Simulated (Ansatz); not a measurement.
`N[Si](N)(F)Cl` + SiH₄ → `N[Si](N)([SiH3])Cl` + H–F  (formal exchange of groups at the Si–F bond)

Computed with Ansatz on PBE0-D4/def2-TZVP structures; ΔE is electronic, products minus reactants. CCSD(T)/CBS is the MP2 limit (def2-TZVPP, def2-QZVPP) plus CCSD(T) − MP2 in def2-TZVPP, frozen cores. This one scheme is used for every species. One conformer a species, not always the lowest.

```
             species  CCSD(T)/CBS(def2) energy (Eh)
     `N[Si](N)(F)Cl`                     -960.67132
                SiH₄                     -291.46306
`N[Si](N)([SiH3])Cl`                    -1151.67651
                 H–F                     -100.39570
```

(1) Work out ΔE.

Largest T1 diagnostic among the species: 0.011.

## Answers

(1) ΔE = (-1151.67651) + (-100.39570) − (-960.67132) − (-291.46306) = 0.06217 Eh = +39.0 kcal/mol.

From BLYP to BHLYP (50 % exact exchange), in def2-TZVPP and without D4, ΔE moves by +4.0 kcal/mol. The D4 term adds −2.4 kcal/mol with B3LYP and −1.4 kcal/mol with PBE0; it sums over pairs of atoms, weighted by their polarisabilities, and B3LYP, whose exchange is more repulsive, gets the larger term. Leaving LDA and LC-ωPBE aside and taking each functional with its dispersion term where it has one, the values, not all of them listed here, spread over 8.8 kcal/mol, from revPBE-D4 to CAM-B3LYP-D4.

B3LYP here is the variant with VWN-RPA as its local correlation; programs differ in this.
